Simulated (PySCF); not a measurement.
# C5H8NO: g tensor and hyperfine couplings

Species: C5H8NO (doublet state).
Bonds: C1–C2, C2–C3, C3–C4, C4–N5 (double), N5–C6, C6–O7, C1–O7. Hydrogens: H8 on C1; H9, H10 on C2; H11, H12 on C3; H13 on C4; H14, H15 on C6.

As a line formula: `O1CN=CCC[CH]1` [radical].

The calculation used UKS B3LYP, pcH-1 on C H N O, non-relativistic, mean-field spin-orbit, GIAO (PySCF 2.14.0). One conformer (not necessarily the lowest) at the GFN2-xTB geometry, without solvent, vibrations or thermal averaging. A GFN2-xTB geometry isn't a minimum of the functional, and hyperfine couplings can be far from their values at a DFT geometry. No stability test was run, so a lower SCF solution isn't excluded.

- g1, g2, g3: 2.00206, 2.00327, 2.00405
- g_iso: 2.00313
- Form of g: rhombic: the two nearest values differ by 39 % of g3 − g1
- ⟨S²⟩: 0.7534 (exact 0.7500)
- α and β electrons: 27, 26
- Basis functions: 255

Hyperfine couplings atom by atom, in mT; T1 to T3 are the principal values of the dipolar part; ρ(0) is the spin density at the nucleus (MHz turned into mT with g_iso):

| atom | isotope | a_iso | T1 | T2 | T3 | Mulliken spin population | ρ(0) (bohr⁻³) |
| --- | --- | --- | --- | --- | --- | --- | --- |
| C1 | 13C | 5.33 | -2.70 | -2.65 | 5.36 | 0.89 | 0.1330 |
| C2 | 13C | -0.46 | -0.08 | -0.05 | 0.13 | -0.05 | -0.0114 |
| C3 | 13C | 2.56 | -0.18 | -0.17 | 0.35 | 0.04 | 0.0639 |
| C4 | 13C | -0.08 | -0.03 | -0.01 | 0.04 | 0.00 | -0.0020 |
| N5 | 14N | 0.12 | -0.02 | -0.01 | 0.03 | 0.00 | 0.0103 |
| C6 | 13C | -0.14 | -0.06 | -0.03 | 0.09 | -0.01 | -0.0035 |
| O7 | 17O | -0.73 | -2.21 | 1.05 | 1.15 | 0.11 | 0.0340 |
| H8 | 1H | -1.44 | -1.23 | -0.07 | 1.30 | -0.04 | -0.0091 |
| H9 | 1H | 2.54 | -0.20 | -0.16 | 0.36 | 0.03 | 0.0159 |
| H10 | 1H | 0.04 | -0.21 | -0.14 | 0.35 | 0.00 | 0.0002 |
| H11 | 1H | -0.12 | -0.18 | -0.06 | 0.25 | 0.00 | -0.0007 |
| H12 | 1H | 0.34 | -0.12 | -0.06 | 0.17 | 0.01 | 0.0021 |
| H13 | 1H | 0.01 | -0.05 | -0.02 | 0.07 | 0.00 | 0.0001 |
| H14 | 1H | -0.07 | -0.12 | -0.09 | 0.22 | 0.00 | -0.0004 |
| H15 | 1H | 0.63 | -0.14 | -0.12 | 0.26 | 0.02 | 0.0040 |

The Mulliken spin populations are largest on C1 (+0.89) and O7 (+0.11). C1 is the only atom above +0.15. The angles at C1 add up to 352.4°, so it is slightly pyramidal.

Axes: g3 points within 13° of the C1–H8 bond.

Under fast tumbling the dipolar parts average out, and these isotropic splittings remain: 1 × 1H (H8, I = 1/2, 2 lines) with 1.44 mT, 2 × 1H (H9/H10, I = 1/2, 3 lines) with 1.29 mT, 2 × 1H (H14/H15, I = 1/2, 3 lines) with 0.28 mT, 1 × 14N (N5, I = 1, 3 lines) with 0.12 mT and 2 × 1H (H11/H12, I = 1/2, 3 lines) with 0.11 mT.

Class means assume fast exchange of nuclei equivalent by connectivity; if that motion is slow, each nucleus keeps its own coupling. The 1H value of +36.1 MHz is a mean of couplings from 1.1 to 71.2 MHz in this one geometry, not an average over conformers. The 1H value of +7.8 MHz is a mean of couplings from -2.0 to 17.7 MHz in this one geometry, not an average over conformers.

The 13C coupling of C1 (149.5 MHz) shows only in satellite lines or after enrichment, since that isotope makes up about 1.07 % of natural carbon.

The 17O coupling of O7 (-20.6 MHz) shows only in satellite lines or after enrichment, since that isotope makes up about 0.038 % of natural oxygen.

β density exceeds α density at some nuclei, such as C2 (-0.0114), H8 (-0.0091) and C6 (-0.0035), spin density in bohr⁻³. In a single determinant that takes different orbitals for the two spins, that is spin polarisation.
